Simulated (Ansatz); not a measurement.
CH5B2N, SMILES `BB1CN1` from Hartree–Fock to CCSD(T)

| atom | x (Å) | y (Å) | z (Å) |
| --- | --- | --- | --- |
| B1 | -1.308 | 1.253 | 0.157 |
| B2 | -0.052 | 0.211 | 0.164 |
| C3 | 0.522 | -1.183 | -0.341 |
| N4 | 1.217 | -0.185 | 0.434 |
| H5 | -1.528 | 1.947 | -0.794 |
| H6 | -2.095 | 1.304 | 1.058 |
| H7 | 0.279 | -2.115 | 0.167 |
| H8 | 0.782 | -1.296 | -1.394 |
| H9 | 2.182 | 0.063 | 0.548 |

Charge 0, multiplicity 1. All single points use the PBE0-D4/def2-TZVP geometry. Frozen core, restricted reference, Ansatz 0.2.0. CBS rows extrapolate triple and quadruple zeta; past MP2 they add the triple-zeta difference.

| basis | HF (Eh) | MP2 corr. | CCSD corr. | (T) | CCSD(T) total |
| --- | --- | --- | --- | --- | --- |
| def2-SVP | ? | ? | -0.50725 | -0.01663 | ? |
| def2-TZVPP | -144.58958 | ? | -0.60220 | -0.02546 | ? |
| def2-QZVPP | -144.59644 | ? | – | – | – |
| CBS(def2) | -144.59739 | -0.63223 | -0.66753 | as TZ | -145.29038 |

Task: Fill in the withheld values. (Estimate.)

Result: The calculation gave: def2-SVP HF (Eh): -144.42894; def2-SVP MP2 corr.: -0.46413; def2-SVP CCSD(T) total: -144.95282; def2-TZVPP MP2 corr.: -0.56690; def2-TZVPP CCSD(T) total: -145.21724; def2-QZVPP MP2 corr.: -0.60443.
